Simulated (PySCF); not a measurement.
**Correlation energy of Xe²⁷⁺ (xenon, charge +27)**

[Ar] 3d9, 2D determinant. Computed with PySCF 2.14 in an uncontracted even-tempered set (17 s from 3.4 bohr⁻², ratio 2.5; 11 p from 4.4 bohr⁻², ratio 2.5; 8 d from 4.4 bohr⁻², ratio 2.5; 4 f from 22 bohr⁻², ratio 2.7; 3 g from 32 bohr⁻², ratio 2.7), with no relativity, point nucleus. Frozen: [Ne]; 17 electrons correlated; the 26 highest virtual orbitals of each spin left out.

MP2 pair energies summed by pair of shells (mhartree):

| pair | energy | share (%) |
| --- | --- | --- |
| 3d-3d | -324.68 | 45.8 |
| 3p-3d | -233.55 | 33.0 |
| 3p-3p | -62.77 | 8.9 |
| 3s-3d | -50.18 | 7.1 |
| 3s-3p | -32.07 | 4.5 |
| 3s-3s | -4.96 | 0.7 |

Total MP2 correlation energy: -708.20 mhartree.

At this charge a non-relativistic calculation is a model, useful for the Z dependence of the correlation energy.
